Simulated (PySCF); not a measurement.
C3H7NO, triplet, at a GFN2-xTB geometry (a higher spin typed on purpose: for a closed-shell molecule this is an excited state). Base run: MP2/6-31G (PySCF).

The PySCF input:
```python
from pyscf import gto, scf, mp

mol = gto.M(
    atom='''
C     1.43798509   -0.21479373    0.40418359
N     0.00821279   -0.33161500    0.23877753
C    -0.48626134   -1.66600490    0.06696889
C    -0.65928055    0.69588540   -0.49319311
O    -0.62168424    1.93608778   -0.17996311
H     1.67390001    0.83187724    0.58812928
H     1.74408472   -0.81518089    1.26239341
H     1.99623087   -0.56263552   -0.47457389
H    -1.56937853   -1.63569785   -0.03204501
H    -0.05905694   -2.16689787   -0.81231222
H    -0.22113001   -2.25521047    0.94694802
H    -0.40332508    0.54582763   -1.57803379
''',
    basis='6-31g',
    spin=2,
    verbose=4,
)

mf = scf.UHF(mol)
mf.kernel()

pt = mp.MP2(mf, frozen=5)
pt.kernel()
print('E(MP2) = %.10f' % pt.e_tot)
mf.analyze()
```

Each row names what was changed in the base input (with any setting that the change needs).

```
change              basis functions      E (Eh)  MP2 correlation (Eh)  SCF-reference HOMO (eV)  SCF-reference dipole (D)  core-seconds (rough)
------------------  ---------------  ----------  --------------------  -----------------------  ------------------------  --------------------
base                             59  -247.18490              -0.46907                    -7.06                      8.22                     2
basis = STO-3G                   32  -243.97286              -0.20004                    -6.77                      1.31                     1
basis = pcseg-0                  59  -246.56845              -0.47314                    -6.92                      8.16                     2
basis = 3-21G                    59  -245.90910              -0.46166                    -6.60                      7.63                     2
basis = def2-SV(P)               84         ___                   ___                      ___                       ___                     6
basis = 6-31G*                   84  -247.50830              -0.68522                    -7.02                      7.86                     4
basis = 6-31+G*                 ___         ___                   ___                      ___                       ___                     8
basis = cc-pVDZ                 105         ___                   ___                      ___                       ___                    10
basis = pcseg-1                 105  -247.50110              -0.73671                    -7.24                      8.19                     8
basis = def2-SVP                105         ___                   ___                      ___                       ___                    10
basis = 6-31G**                 105  -247.56366              -0.72837                    -7.01                      7.86                    10
basis = pc-1                    105  -247.50384              -0.73688                    -7.24                      8.19                     9
basis = 6-311G**                132  -247.67133              -0.77910                    -7.16                      7.90                    20
```

**Question.** Fill in the missing entries.

**Answer.** 
- basis = def2-SV(P), E (Eh): -247.30282
- basis = def2-SV(P), MP2 correlation (Eh): -0.68206
- basis = def2-SV(P), SCF-reference HOMO (eV): -7.12
- basis = def2-SV(P), SCF-reference dipole (D): 7.93
- basis = 6-31+G*, basis functions: 104
- basis = 6-31+G*, E (Eh): -247.53306
- basis = 6-31+G*, MP2 correlation (Eh): -0.69686
- basis = 6-31+G*, SCF-reference HOMO (eV): -7.36
- basis = 6-31+G*, SCF-reference dipole (D): 8.31
- basis = cc-pVDZ, E (Eh): -247.57998
- basis = cc-pVDZ, MP2 correlation (Eh): -0.73313
- basis = cc-pVDZ, SCF-reference HOMO (eV): -7.04
- basis = cc-pVDZ, SCF-reference dipole (D): 7.73
- basis = def2-SVP, E (Eh): -247.37292
- basis = def2-SVP, MP2 correlation (Eh): -0.73088
- basis = def2-SVP, SCF-reference HOMO (eV): -7.09
- basis = def2-SVP, SCF-reference dipole (D): 7.95

Totals compare only among sets that treat the same electrons; sets with core potentials leave the core out.

Open shells are given as the SCF converged; they aren't shown to be the lowest states, and a large step between rows can be another state.
